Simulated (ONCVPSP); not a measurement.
An all-electron radial function and its pseudo partner (carbon (C))

Columns: radius, all-electron u(r) and pseudo u(r) of the 2s shell (level -13.65 eV) of carbon in the configuration [He] 2s2 2p2; PBEsol, scalar-relativistic, ONCV scheme, ONCVPSP 4.0.1.

```tsv
r (bohr)	all-electron	pseudo
0.085	-0.3102	0.0686
0.170	-0.3387	0.1384
0.255	-0.2343	0.2096
0.340	-0.0758	0.2817
0.425	0.0954	0.3531
0.510	0.2577	0.4220
0.595	0.4012	0.4874
0.680	0.5223	0.5489
0.765	0.6200	0.6070
0.850	0.6954	0.6619
0.935	0.7504	0.7127
1.020	0.7875	0.7571
1.105	0.8091	0.7911
1.190	0.8179	0.8111
1.275	0.8161	0.8151
1.360	0.8058	0.8058
1.445	0.7888	0.7888
1.530	0.7666	0.7666
1.615	0.7406	0.7405
1.700	0.7117	0.7117
1.785	0.6810	0.6810
1.870	0.6491	0.6491
1.955	0.6166	0.6166
2.040	0.5841	0.5841
2.125	0.5518	0.5518
2.210	0.5201	0.5201
```

Problem. How many radial nodes do the two functions have?

Solution. The all-electron 2s function has n − l − 1 = 1; the pseudo-wave has 0, since the states of the same l below it are removed with the core.

Problem. At about which radius was the pseudo-wave matched?

Solution. 1.35 bohr, where the columns begin to agree (steps of 0.09 bohr).

Problem. Is the pseudo-wave norm-conserving?

Solution. Yes: the ONCV scheme keeps the norm inside the radius equal to the all-electron one, which fixes the energy derivative of the logarithmic derivative at the level.
